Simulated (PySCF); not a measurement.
A calculated (BHandHLYP, PySCF 2.14, x2c-TZVPPall, scalar relativity by spin-free X2C-1e) atom or ion has these occupied shells.

```tsv
shell	electrons	orbital energy (eV)	rms radius, mean of both spins (bohr)
1s α	1	-23176.3	0.0374
1s β	1	-23176.3	0.0374
2s α	1	-3403.4	0.154
2s β	1	-3402.9	0.154
2p α	3	-3048.5	0.137
2p β	3	-3048.1	0.137
3s α	1	-627.25	0.417
3s β	1	-627.02	0.417
3p α	3	-508.93	0.420
3p β	3	-508.65	0.420
3d α	5	-319.24	0.404
3d β	5	-318.71	0.404
4s α	1	-94.833	1.05
4s β	1	-92.576	1.05
4p α	3	-60.450	1.16
4p β	3	-57.706	1.16
4d α	5	-11.362	1.72
4d β	3	-10.100	1.72
5p α	1	-2.697	5.14
```

(1) Name the element and its charge.

Results:

(1) Rh (rhodium, neutral), in [Kr] 4d8 5p1, one real determinant (an excited configuration).
